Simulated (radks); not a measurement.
The numbers below are computed, except where a source is named.
The nuclear charge of neutral lutetium is varied continuously with 71 electrons held in [Xe] 4f14 5d1 6s2. Code: a radial shooting solver on a logarithmic mesh with Libxc functionals. Model: Dirac Kohn-Sham, LDA (Slater exchange, Perdew-Wang correlation), spin-unpolarised, spherical densities, finite nucleus; open shells are shared between the two j in proportion to 2j + 1; Fermi nuclear charge, rms radius 5.37 fm. By the Hellmann-Feynman theorem dE/dZ = E(electron-nucleus)/Z, the electronic potential at the nucleus (averaged over a nucleus of fixed radius).

\begin{tabular}{lrrrrr}
Z & E (hartree) & E(electron-nucleus)/Z (hartree) & HOMO & e(HOMO) (eV) & <r> HOMO (bohr) \\ \hline
70.75 & -14443.1099 & -507.593 & 5d5/2 & -0.220 & 3.501 \\
71 & -14570.3571 & -510.383 & 5d5/2 & -1.797 & 2.948 \\
71.25 & -14698.3012 & -513.169 & 5d5/2 & -3.701 & 2.654 \\
71.5 & -14826.9413 & -515.953 & 5d5/2 & -5.847 & 2.457 \\
71.75 & -14956.2776 & -518.738 & 5d5/2 & -8.194 & 2.310 \\
72 & -15086.3103 & -521.524 & 5d5/2 & -10.719 & 2.193 \\
\end{tabular}

The central difference of E at Z = 71 is -510.383 hartree, to compare with the third column; the second derivative is -11.1 hartree.
